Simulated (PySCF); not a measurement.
# What settings do to a single point of Cs2O(H2O)2

The sound run of Cs2O(H2O)2 (singlet; a saddle point, relaxed within its symmetry) uses PySCF 2.14.0, RKS BP86, Cs def2-SVP with ECP46, O def2-SVP, H def2-SVP; non-relativistic Hamiltonian with scalar-relativistic core potentials where named; density fitting; no spin-orbit coupling, grid (50, 194), threshold 1e-8 Eh and 55 cycles, at the relaxed geometry:

```xyz
9

Cs    0.0000    0.0000    2.5166
Cs    0.0000    0.0000   -2.5166
O     0.0000    0.0000    0.0000
O     0.0000    0.0000    5.8368
H     0.7650    0.0000    6.4472
H    -0.7650    0.0000    6.4472
O     0.0000    0.0000   -5.8368
H     0.7650    0.0000   -6.4472
H    -0.7650    0.0000   -6.4472
```

There Cs1 has a Mulliken charge of 0.24 e and the dipole about the centre of mass is 0.00 D. Each run below changes one thing and starts from free metal ions and neutral atoms unless it says otherwise; with 55 cycles, smearing, a level shift and second-order steps follow where DIIS fails, and their cycles count. Energy shifts count from the sound run.

```tsv
change	outcome	cycles	energy shift (eV)	largest force component (eV/Å)	charge on Cs1 (e)	dipole about the centre of mass (D)
start from the bare core Hamiltonian, limit 60 cycles	converged	20	0.0000	0.01	0.24	0.00
grid (40, 110)	converged	18	-0.0239	0.09	0.24	0.00
threshold 0.0001	converged	16	0.0005	0.02	0.24	0.00
all coordinates × 1.05	converged	20	0.31	2.14	0.25	0.00
```

(1) How does the run with this change end: charge changed by +1, spin kept, limit 93 cycles?

Forces carry noise of the integration grid, about 0.01 to 0.03 eV/Å.

The gap of the closed shell is small, and it wasn't tested for a lower spin-broken solution at this geometry.

## Answers

(1) outcome refused.
